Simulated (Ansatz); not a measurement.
Ga₆N₆⁺, a cluster cut from wurtzite GaN (bare). The state is a doublet with charge 1. Geometry PBE-D4/def2-SVP, that of the neutral singlet; atoms count from 1.

```xyz
12

N    -0.4017   -2.0186   -1.0215
Ga    0.0935   -1.8129    0.8133
Ga    1.2349   -0.8379   -1.3151
N     1.9672   -1.1052    0.4301
N    -0.2904   -0.5634    2.2078
Ga    1.3292    0.3968    1.4251
Ga   -1.3295   -0.3969   -1.4255
N     0.2904    0.5635   -2.2082
N    -1.9668    1.1049   -0.4300
Ga   -1.2351    0.8381    1.3154
Ga   -0.0934    1.8125   -0.8131
N     0.4018    2.0190    1.0217
```

An occupied level of the charge 1 doublet lies above an empty one (by up to 0.09 eV), so this SCF solution is probably not the lowest. The gap within one spin of the charge 1 doublet nearly closes, so an electron or hole may be smeared out by delocalisation error.

(1) Estimate the Mulliken populations from the PBE/def2-SVP orbitals of Ansatz.

(2) Where does the spin sit?

(3) And the Mayer bond orders between bonded heavy atoms (over 0.3)?

Results:

(1) 
```
atom  charge (e)  spin (α − β)
  N1       -0.43          0.37
 Ga2        0.61         -0.02
 Ga3        0.60         -0.02
  N4       -0.45          0.11
  N5       -0.45          0.09
 Ga6        0.61         -0.02
 Ga7        0.61         -0.02
  N8       -0.45          0.09
  N9       -0.45          0.11
Ga10        0.60         -0.02
Ga11        0.61         -0.02
 N12       -0.43          0.37
```
Mulliken values and Mayer orders depend strongly on the basis.

(2) Summed by element: N 1.14, Ga -0.14, of 1 unpaired in all. Largest on single atoms: N12 0.37, N1 0.37, N4 0.11.

(3) N1–Ga2 0.90 (1.91 Å); N1–Ga3 0.64 (2.04 Å); N1–Ga7 0.90 (1.91 Å); Ga2–N4 0.70 (2.04 Å); Ga2–N5 0.93 (1.91 Å); Ga3–N4 0.95 (1.91 Å); Ga3–N8 0.96 (1.91 Å); N4–Ga6 0.93 (1.91 Å); N5–Ga6 0.70 (2.04 Å); N5–Ga10 0.96 (1.91 Å); Ga6–N12 0.90 (1.91 Å); Ga7–N8 0.70 (2.04 Å); Ga7–N9 0.93 (1.91 Å); N8–Ga11 0.93 (1.91 Å); N9–Ga10 0.95 (1.91 Å); N9–Ga11 0.70 (2.04 Å); Ga10–N12 0.64 (2.04 Å); Ga11–N12 0.90 (1.91 Å).
